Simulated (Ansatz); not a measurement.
Reaction (silylene formation by 1,1-elimination): `F[Si]([SiH3])(Cl)Br` → `F[Si]Br` + `[SiH3]Cl`

Program: Ansatz. Geometries: PBE0-D4/def2-TZVP. ΔE: electronic, gas phase. CCSD(T)/CBS is the MP2 limit (def2-TZVPP, def2-QZVPP) plus CCSD(T) − MP2 in def2-TZVPP, frozen cores. This one scheme is used for every species. DFT in def2-TZVPP. HSE06 is defined as in plane-wave codes. For Br outer-core shells are correlated without core-valence functions, which leaves a few kJ/mol of doubt a bond. Scalar relativity is left out up to krypton.

`F[Si]([SiH3])(Cl)Br`:

Z-matrix (Å, degrees):
```
Si
Si 1 2.332
Cl 1 2.039 2 111.2
F 1 1.590 2 111.3 3 -119.2
Br 1 2.206 2 110.9 3 121.6
H 2 1.484 1 107.6 3 -61.0
H 2 1.484 1 108.8 3 179.4
H 2 1.485 1 109.2 3 58.8
```

`F[Si]Br`:

Cartesian coordinates in Å:
```
F -0.512 -1.121 0.698
Si -0.754 0.060 -0.358
Br 1.266 1.061 -0.339
```

`[SiH3]Cl`:

Cartesian coordinates in Å:
```
Si 0.057 -0.114 0.015
Cl -0.854 1.711 -0.223
H 1.105 -0.256 -1.022
H -0.966 -1.174 -0.137
H 0.658 -0.167 1.367
```

| level | ΔE (kJ/mol) |
| --- | --- |
| LDA (SPW92) | 175.2 |
| r2SCANh-D4 | 169.2 |
| B2PLYP | 135.4 |
| PBE | 141.3 |
| HSE06 | 154.6 |
| HF/def2-QZVPP | 128.0 |
| MP2/def2-QZVPP | 160.1 |
| MP2/CBS(def2) | 163.1 |

Q: What does CCSD(T)/CBS give? (An estimate is asked.)

A: The calculation gave: +152.0 kJ/mol. The listed levels differ from it by 23.2, 17.2, -16.6, -10.7, 2.6, -24.0, 8.1, 11.1 kJ/mol.

Largest T1 diagnostic among the species: 0.012.

At CCSD(T), def2-SVP lies −18.4 kJ/mol from the extrapolated value and def2-TZVPP −6.3 kJ/mol. The D4 term adds +20.7 kJ/mol with B3LYP and +11.3 kJ/mol with PBE0; it sums over pairs of atoms, weighted by their polarisabilities, and B3LYP, whose exchange is more repulsive, gets the larger term.

CCSD(T)/CBS has its own doubt, a few kJ/mol and more with outer-core shells, so smaller differences from it don't rank the levels.

B3LYP here is the variant with VWN-RPA as its local correlation; programs differ in this.
